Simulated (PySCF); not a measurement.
C3H10Si2, SMILES [SiH3][C@@H]1[C@@H]([SiH3])C1. Geometry: PBE-D3(BJ)/def2-SVP. The structure was generated by enumeration; whether it is a known compound was not checked.

Calculation: PBE-D3(BJ)/def2-SVP (PySCF).

Harmonic wavenumbers (cm⁻¹): 102, 129, 131, 173, 241, 275, 530, 572, 619, 623, 695, 712, 860, 875, 882, 898, 904, 909, 913, 921, 948, 956, 1025, 1061, 1072, 1182, 1186, 1303, 1417, 2150, 2152, 2161, 2161, 2161, 2164, 3047, 3052, 3055, 3137. Rotational constants (GHz): 7.280, 1.378, 1.261; symmetry number 2.

Task: Work out the zero-point energy and the ideal-gas rigid-rotor harmonic-oscillator thermochemistry at 298.15 K and 1 atm.

Result: ZPE = ½ Σ hcν = ½ × 47358 cm⁻¹ = 283.26 kJ/mol. H − E(el) = 306.88 kJ/mol. Entropy in J/(mol K): translation 166.46, rotation 109.85, vibration 80.85, total 357.16. G − E(el) = 200.39 kJ/mol. Cp = 132.29 J/(mol K). Modes under 150 cm⁻¹ make the vibrational entropy uncertain.
